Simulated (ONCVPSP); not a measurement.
Pseudopotentials across the periodic table

Generated with ld1.x 7.5 (TM, RRKJ, ultrasoft, PAW), atompaw 4.2 or ONCVPSP 4.0.1. The cutoff is in Ry: for ld1.x and atompaw files where the sum of valence levels is converged to 10 mRy in a Bessel basis, for ONCV files where the hardest occupied wave has 1 mHa per electron of residual kinetic energy. The error is the largest all-electron minus pseudo excitation energy over each file’s own four to seven test configurations (ionisations up to +4, promotions, holes and added fractions of an electron), all of which were solved. The labels leave out finer settings (local radius, basis sizes, second energies), which also bear on the numbers. Spin-polarised tests are not counted. The rows are a selection from randomly drawn settings: files with unsolved tests, undetermined cutoffs or missed reference levels are left out.

A true bound ghost makes a file unfit for plane-wave use even where its test errors are small: the radial tests pick states by their node count and pass the ghost by.

| element | potential | cutoff (Ry) | largest error (meV) | bound ghosts |
| --- | --- | --- | --- | --- |
| C | ONCV, PBEsol, scalar-relativistic, rc 1.00/1.05 (sp), local smoothed, core correction yes, reference 2s1, qcut 5.5/6.4, projectors 2/3 | 91 | +343 | none |
| Ar | ONCV, LDA (Perdew-Wang 92), scalar-relativistic, rc 0.95/1.15/1.10 (spd), local smoothed, core correction no, reference 3s2 3p4, qcut 6.4/8.2/8.1, projectors 2/3/2 | 241 | +25 | s, p |
| Ca | ONCV, LDA (Perdew-Wang 92), scalar-relativistic, rc 1.75/1.30/1.40/1.40 (spdf), local smoothed, core correction no, reference 3s2 3p6 4s2, qcut 8.7/7.4/6.6/7, projectors 2/2/2/2 | 47 | +4.8 | none |
| Cu | ONCV, PBE, scalar-relativistic, rc 1.05/1.20/1.50/1.55 (spdf), local smoothed, core correction no, reference 3s2 3p6 3d10 4s0.5, qcut 14.4/9/8.3/7.1, projectors 3/2/1/1 | 126 | +57 | none |
| Sn | ONCV, PBE, scalar-relativistic, rc 1.20/1.25/1.20 (spd), local smoothed, core correction yes, reference 4s2 4p6 4d10 5s2 5p0.5, qcut 11/9.3/12.1, projectors 2/2/3 | 93 | +2.6 | none |

Task: Fill in the row for Mn: ONCV, LDA (Perdew-Wang 92), scalar-relativistic, rc 2.75/2.85/1.60 (spd), local smoothed, core correction yes, reference 3d5 4s2, qcut 2.3/2.4/11.8, projectors 1/2/1.

Result: cutoff 91 Ry, largest error -260 meV, bound ghosts: none.

Task: Fill in the row for Ru: ONCV, BLYP, scalar-relativistic, rc 3.72/2.20/1.30 (spd), local smoothed, core correction yes, reference 4d7 5s1, qcut 2.3/3.6/7.6, projectors 2/2/2.

Result: cutoff 52 Ry, largest error -599 meV, bound ghosts: s, p.

Task: Fill in the row for Sb: ONCV, PBE, scalar-relativistic, rc 2.05/1.65/1.40 (spd), local d, core correction yes, reference 4p6 4d10 5s2 5p3, qcut 3/7.3/12.9, projectors 2/2/0.

Result: cutoff 98 Ry, largest error -145 meV, bound ghosts: s.
